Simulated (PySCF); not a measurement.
Two-component Hartree-Fock for Rh²⁺ (rhodium, charge +2)

Start: [Kr] 4d6 5s1; 4d3/2 filled at m_j = +3/2; 4d5/2 filled at m_j = -3/2, -1/2, +1/2, +3/2, +5/2; 5s1/2 filled at m_j = +1/2. Calculated with PySCF 2.14 in x2c-TZVPall-2c: generalised Hartree-Fock with the X2C-1e Hamiltonian and a Gaussian nucleus; one run each with spin-orbit coupling (SO) switched off, then screened by Boettger's factors. This is a chosen level, not necessarily the ground level.

```tsv
spinor shell	electrons	ε, spin-free (eV)	ε, screened SO (eV)	weight of nominal j (screened SO)	rms radius, screened SO (bohr)
1s1/2	2	-23368.9	-23367.3	1.000	0.0374
2s1/2	2	-3492.9	-3492.4	1.000	0.154
2p1/2	2	-3126.3	-3226.3	1.000	0.134
3s1/2	2	-681.44	-681.28	1.000	0.415
3p1/2	2	-557.74	-575.60	1.000	0.411
3p3/2	4	-557.74	-549.34	1.000	0.422
3d3/2	4	-360.27	-363.53	0.976	0.401
3d5/2	6	-360.27	-357.92	0.984	0.405
4s1/2	2	-127.13	-127.08	1.000	1.04
4p1/2	2	-88.941	-95.211	0.724	1.14
4p3/2	4	-88.941	-85.855	0.862	1.15
4d5/2	5	-37.710	-38.462	0.559	1.49
4d3/2	1	-37.710	-33.981	0.760	1.52
5s1/2	1	-24.662	-24.655	0.999	2.84
```

(1) Where does 2p3/2 lie, and what is the 2p spin-orbit splitting (screened SO)?

| quantity | spin-free | screened SO |
| --- | --- | --- |
| E (hartree) | -4779.81546 | -4780.56554 |
| M_J | 9/2 | 9/2 |
| ⟨J²⟩ | 24.756 | 24.758 |
| ⟨L²⟩ | 6.005 | 6.083 |
| ⟨S²⟩ | 8.751 | 8.708 |

Each row is a mean over spinors that exchange with the open shell spreads, by up to 10.261 eV (4p3/2).

Rows whose weight is well below 1 are mixtures of j = l ± 1/2: exchange outweighs spin-orbit coupling there, and the label is only the starting occupation.

Breit and QED terms are absent; they matter most for the inner s and p1/2 levels.

Densities and radii are taken from the X2C orbitals without a picture-change correction, which distorts them close to the nucleus.

Without spin-orbit coupling the j labels of p, d and f shells carry no meaning; the spin-free column gives the mean over the occupied spinors of each nl shell.

## Answers

(1) At -3079.7 eV, 146.58 eV above 2p1/2.
